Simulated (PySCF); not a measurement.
## How methods differ on the excitation energy of Bi⁺

Bi⁺ [Xe] 4f14 5d10 6s2 6p2 (3P) → Bi⁺ [Xe] 4f14 5d10 6s1 6p2 7s1 (5P), as a difference of total energies. Computed with PySCF 2.14 in aug-cc-pVTZ-PP with ECP60MDF (6s5p4d2f, 55 functions), with scalar relativity through the core potential. Correlated levels: valence: 5s2 5p6 5d10 frozen. The calculations carry no spin-orbit coupling.

```tsv
method	excitation energy (eV)
UHF	15.058
MP2 (valence)	15.717
SCS-MP2 (valence)	16.008
CCSD (valence)	15.849
CCSD(T) (valence)	15.867
```

Task: How much does correlation contribute at CCSD(T) (valence)?

Result: 15.867 − (15.058) = 0.809 eV, measured against UHF.

Spin-orbit coupling is strong in these open shells (close to jj coupling). The scalar numbers leave it out and a first-order estimate fails, so it can dominate the gap to the real levels.

The promoted electron is Rydberg-like, and one or two diffuse shells describe it only roughly, which tends to raise the upper state.
